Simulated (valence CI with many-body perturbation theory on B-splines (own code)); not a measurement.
## Sb³⁵⁺: electric-dipole lines

Method: valence CI with perturbative core correlation (CI+MBPT): six valence electrons over a frozen Dirac-Fock core [Ne], a basis of 9 s, 9 p, 8 d, 6 f, 3 g, 1 h functions for each j, with the one-electron correlation potential Σ1 (screened to all orders), the two-electron term Σ2, the three-electron term Σ3, Breit, model QED; selected single and double excitations, second order for the rest, scaled by the run's own slope (own B-spline code, finite nucleus).

The last digits are not significant, and no measured levels were compared; by estimate large intervals hold to a few tenths of a per cent, small ones and those within an open d or f shell to about a per cent. Among the levels kept, up to 1500 cm⁻¹ of a level comes from second order outside the variational space, and about a tenth of that is noise between levels of different J, which matters for small intervals.

Lines 51 to 85 of 85 in falling wavelength, among levels below 251.45 eV, chosen from the strongest by gf and those to the six lowest levels. Wavelengths and rates use the calculated energies. Electric multipoles are in the length gauge, E1 and E2 with the static RPA response of the core. Weak lines are less certain than strong ones. Lines between different terms over intervals too small for the method are left out, as are lines whose strength nearly cancels. The highest levels of a list are the least certain.

Levels are named by their leading jj configuration (3d3/2^4 stands for four electrons in 3d with j = 3/2), which in mixed levels can hold well under half, so a name can repeat and another be missing. Letters in brackets count levels of one name in rising energy.

```tsv
λ vac (nm)	Upper	Lower	A (s⁻¹)	S (a.u.) with core polarisation	S without
7.198	(3s 3p1/2^2 3p3/2^3) J=1	(3s^2 3p1/2^2 3p3/2^2) J=2	7.03e+10	3.88e-02	3.96e-02
7.182	(3s^2 3p1/2^2 3p3/2 3d5/2) J=1	(3s^2 3p1/2^2 3p3/2^2) J=0	7.24e+10	3.97e-02	4.04e-02
7.132	(3s^2 3p1/2 3p3/2^2 3d5/2) J=2 [b]	(3s^2 3p1/2 3p3/2^3) J=2	4.44e+10	3.97e-02	4.05e-02
7.131	(3s^2 3p1/2 3p3/2^2 3d5/2) J=2 [a]	(3s^2 3p1/2 3p3/2^3) J=1	1.73e+09	1.55e-03	1.58e-03
7.122	(3s^2 3p1/2^2 3p3/2 3d5/2) J=3	(3s^2 3p1/2^2 3p3/2^2) J=2	7.76e+10	9.69e-02	9.86e-02
6.965	(3s^2 3p1/2 3p3/2^2 3d5/2) J=3 [c]	(3s^2 3p1/2 3p3/2^3) J=2	1.05e+11	1.22e-01	1.25e-01
6.961	(3s^2 3p1/2 3p3/2^2 3d5/2) J=0 [b]	(3s^2 3p1/2 3p3/2^3) J=1	1.15e+11	1.92e-02	1.96e-02
6.948	(3s^2 3p1/2 3p3/2^2 3d3/2) J=1 [c]	(3s^2 3p1/2 3p3/2^3) J=1	6.10e+10	3.03e-02	3.09e-02
6.919	(3s^2 3p1/2 3p3/2^2 3d3/2) J=1 [d]	(3s^2 3p1/2 3p3/2^3) J=2	9.44e+09	4.63e-03	4.73e-03
6.875	(3s^2 3p1/2 3p3/2^2 3d5/2) J=2 [b]	(3s^2 3p1/2 3p3/2^3) J=1	5.63e+10	4.51e-02	4.60e-02
6.729	(3s^2 3p1/2^2 3p3/2 3d5/2) J=1	(3s^2 3p1/2^2 3p3/2^2) J=2	4.69e+09	2.11e-03	2.16e-03
6.694	(3s^2 3p1/2 3p3/2^2 3d3/2) J=1 [a]	(3s^2 3p1/2^2 3p3/2^2) J=0	1.29e+10	5.73e-03	5.84e-03
6.692	(3s^2 3p1/2 3p3/2^2 3d5/2) J=2 [c]	(3s^2 3p1/2 3p3/2^3) J=2	1.43e+11	1.06e-01	1.08e-01
6.676	(3s^2 3p1/2 3p3/2^2 3d3/2) J=1 [d]	(3s^2 3p1/2 3p3/2^3) J=1	5.13e+10	2.26e-02	2.30e-02
6.465	(3s^2 3p1/2 3p3/2^2 3d5/2) J=2 [c]	(3s^2 3p1/2 3p3/2^3) J=1	2.14e+11	1.43e-01	1.45e-01
6.315	(3s^2 3p1/2 3p3/2^2 3d3/2) J=2 [a]	(3s^2 3p1/2^2 3p3/2^2) J=2	4.13e+09	2.57e-03	2.62e-03
6.299	(3s^2 3p1/2 3p3/2^2 3d3/2) J=1 [a]	(3s^2 3p1/2^2 3p3/2^2) J=2	8.75e+09	3.24e-03	3.30e-03
6.183	(3s^2 3p1/2 3p3/2^2 3d5/2) J=1	(3s^2 3p1/2^2 3p3/2^2) J=0	2.04e+09	7.15e-04	7.27e-04
6.182	(3s^2 3p1/2 3p3/2^2 3d3/2) J=3 [a]	(3s^2 3p1/2^2 3p3/2^2) J=2	4.21e+09	3.44e-03	3.50e-03
5.929	(3s^2 3p1/2 3p3/2^2 3d5/2) J=3 [a]	(3s^2 3p1/2^2 3p3/2^2) J=2	4.98e+09	3.59e-03	3.66e-03
5.844	(3s^2 3p1/2 3p3/2^2 3d5/2) J=1	(3s^2 3p1/2^2 3p3/2^2) J=2	2.47e+08	7.30e-05	7.45e-05
5.790	(3s^2 3p1/2 3p3/2^2 3d3/2) J=2 [b]	(3s^2 3p1/2^2 3p3/2^2) J=2	3.71e+10	1.78e-02	1.81e-02
5.768	(3s^2 3p1/2 3p3/2^2 3d3/2) J=1 [b]	(3s^2 3p1/2^2 3p3/2^2) J=0	4.86e+08	1.38e-04	1.40e-04
5.532	(3s^2 3p1/2 3p3/2^2 3d3/2) J=1 [c]	(3s^2 3p1/2^2 3p3/2^2) J=0	2.35e+11	5.90e-02	6.02e-02
5.472	(3s^2 3p1/2 3p3/2^2 3d3/2) J=1 [b]	(3s^2 3p1/2^2 3p3/2^2) J=2	4.16e+11	1.01e-01	1.03e-01
5.468	(3s^2 3p1/2 3p3/2^2 3d3/2) J=3 [b]	(3s^2 3p1/2^2 3p3/2^2) J=2	4.79e+11	2.71e-01	2.76e-01
5.457	(3s^2 3p1/2 3p3/2^2 3d3/2) J=2 [c]	(3s^2 3p1/2^2 3p3/2^2) J=2	5.02e+11	2.01e-01	2.05e-01
5.364	(3s^2 3p1/2 3p3/2^2 3d5/2) J=2 [a]	(3s^2 3p1/2^2 3p3/2^2) J=2	7.87e+09	3.00e-03	3.06e-03
5.359	(3s^2 3p1/2 3p3/2^2 3d3/2) J=1 [d]	(3s^2 3p1/2^2 3p3/2^2) J=0	3.33e+11	7.59e-02	7.73e-02
5.261	(3s^2 3p1/2 3p3/2^2 3d5/2) J=3 [b]	(3s^2 3p1/2^2 3p3/2^2) J=2	1.92e+08	9.68e-05	9.88e-05
5.260	(3s^2 3p1/2 3p3/2^2 3d3/2) J=1 [c]	(3s^2 3p1/2^2 3p3/2^2) J=2	2.36e+11	5.09e-02	5.20e-02
5.218	(3s^2 3p1/2 3p3/2^2 3d5/2) J=2 [b]	(3s^2 3p1/2^2 3p3/2^2) J=2	5.65e+10	1.98e-02	2.02e-02
5.127	(3s^2 3p1/2 3p3/2^2 3d5/2) J=3 [c]	(3s^2 3p1/2^2 3p3/2^2) J=2	3.83e+10	1.78e-02	1.82e-02
5.102	(3s^2 3p1/2 3p3/2^2 3d3/2) J=1 [d]	(3s^2 3p1/2^2 3p3/2^2) J=2	1.67e+10	3.27e-03	3.34e-03
4.978	(3s^2 3p1/2 3p3/2^2 3d5/2) J=2 [c]	(3s^2 3p1/2^2 3p3/2^2) J=2	1.08e+10	3.27e-03	3.34e-03
```
